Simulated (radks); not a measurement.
Q: The mean radii <r> (bohr) of the occupied orbitals of an atom or ion are listed with their occupations. Method: scalar-relativistic Kohn-Sham, BLYP, spin-polarised, spherical densities, finite nucleus; Fermi nuclear charge, rms radius of each element as measured or else 0.836 A^(1/3) + 0.57 fm; computed with a radial shooting solver on a logarithmic mesh with Libxc functionals.

orbital  occ.      <r>
1s up       1  0.02901
1s down     1  0.02899
2s up       1   0.1213
2s down     1   0.1215
2p up       3   0.1050
2p down     1   0.1053

Name the element and its charge. Open shells, if any, are filled with parallel spins first.

A: Z = 50, tin, charge +42: Sn42+ in [He] 2s2 2p4. The 1s radius gives Z: for a bare nucleus <r> = (2 gamma + 1)/(2Z) with gamma = sqrt(1 - (Z/c)^2), 0.02862 bohr for Z = 50, and screening makes it slightly larger (0.02901 here). The occupations add up to 8, and the charge is Z minus that.
